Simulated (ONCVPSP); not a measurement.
# Cl (Z = 17): one change to an ONCV potential, before and after

Cl, optimised norm-conserving Vanderbilt (ONCV), made with ONCVPSP 4.0.1 (BLYP, scalar-relativistic). Core [Ne], reference 3s2 3p5. Waves: 3s: rc 1.15 bohr, ncon 4, nbas 8, qcut 6.2 1/bohr, 2 projectors, debl 1.5 Ha; 3p: rc 1.55 bohr, ncon 5, nbas 9, qcut 5.8 1/bohr, 2 projectors, debl 4 Ha. Local part: polynomial inside 0.80 bohr (lpopt 5, dvloc0 0 Ha). Core correction: none.

Change: functional Wu-Cohen.

Cutoffs: the cutoffs (Ha) at which the residual kinetic energy of the hardest occupied pseudo-wave falls to 1 and 0.1 mHa per electron; they do not see the model core or the augmentation charge, which bear on the density cutoff. Errors are all-electron minus pseudo energies relative to the spin-unpolarised reference configuration.

Task: Predict the effect on cutoff, ghosts and configuration errors.

Result: The potential gets neither clearly harder nor softer (16 Ha and 48 Ha → 16 Ha and 46 Ha); of the 4 tests that both files solve, the error grows in 0 and shrinks in 2 by more than 15 % and 0.3 meV (median size 35.9 → 33.2 meV); neither file shows a bound ghost.

| quantity | base | changed |
| --- | --- | --- |
| cutoff, loose | 16 Ha | 16 Ha |
| cutoff, tight | 48 Ha | 46 Ha |
| loose cutoff by channel | s 16 Ha, p 7.9 Ha | s 16 Ha, p 7.9 Ha |
| bound ghosts | none | none |
| GHOST(+) flags under 300 eV | s at 93.0 eV | s at 86.7 eV |
| error for 3s2 3p4, meV [ΔE 13.73 → 13.85 eV] | +0.7 | +0.3 |
| error for 3s2 3p3, meV [ΔE 39.03 → 39.28 eV] | +13 | +11 |
| error for 3s2 3p2, meV [ΔE 77.20 → 77.59 eV] | +59 | +55 |
| error for 3s2 3p1, meV [ΔE 129.35 → 129.85 eV] | +189 | +175 |
| s: phases at 1.17 bohr within 0.05 rad from the reference energy up to (Ha; the scan ends near 5) | 3.4 | 3.1 |
| p: phases at 1.57 bohr within 0.05 rad from the reference energy up to (Ha; the scan ends near 5) | to the end of the scan | to the end of the scan |
